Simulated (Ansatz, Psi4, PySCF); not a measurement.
C2H6Si (SMILES C[Si]C), singlet, geometry from GFN2-xTB. Base run: R2SCAN/6-31G* (PySCF).

The PySCF input:
```python
from pyscf import gto, scf, dft

mol = gto.M(
    atom='''
Si   -0.25781853    0.11561357    0.69927516
C     0.74714689    1.26727629   -0.47256628
H     0.92573921    2.24312512   -0.02482989
H     0.22513318    1.43369211   -1.41547096
H     1.72091760    0.83786826   -0.71036843
C    -0.40578857   -1.42035160   -0.45329187
H     0.57448304   -1.79226401   -0.75330936
H    -0.95623279   -1.18077588   -1.36366825
H    -0.92873070   -2.24178365    0.03294363
''',
    basis='6-31g*',
    verbose=4,
)

mf = dft.RKS(mol)
mf.xc = 'r2scan'
mf.kernel()
```

The same geometry, method and basis name were run in Ansatz (a program for electronic structure) and Psi4 and PySCF, at each program's defaults and at the settings that a row names. The base is PySCF at its defaults. Differences at the defaults can come from grids, fitting, cores and function types together.

```csv
code and settings,ΔE vs base (mEh),basis functions,E (Eh),SCF cycles,dipole (D)
"PySCF, defaults (exact integrals, its default grid, spherical functions)",0.000,58,-369.15422,9,1.67
"Psi4, defaults (density fitting with its default set, its default grid, Cartesian functions)",…,61,…,8,1.67
"Ansatz, defaults (factorised integrals, its default grid, Cartesian functions)",-2.292,61,-369.15652,-,-
"PySCF, density fitting with def2-universal-jkfit",…,58,…,9,…
"PySCF, fine grid",-0.013,58,-369.15424,9,1.67
"Psi4, exact integrals, spherical functions, fine grid",0.003,58,-369.15422,10,1.67
"Ansatz, high accuracy, Cartesian functions as the basis file defines them",-2.290,61,-369.15651,-,-
```

Problem. Fill in the missing entries.

Solution. 
- Psi4, defaults (density fitting with its default set, its default grid, Cartesian functions), ΔE vs base (mEh): -2.440
- Psi4, defaults (density fitting with its default set, its default grid, Cartesian functions), E (Eh): -369.15667
- PySCF, density fitting with def2-universal-jkfit, ΔE vs base (mEh): -0.074
- PySCF, density fitting with def2-universal-jkfit, E (Eh): -369.15430
- PySCF, density fitting with def2-universal-jkfit, dipole (D): 1.68
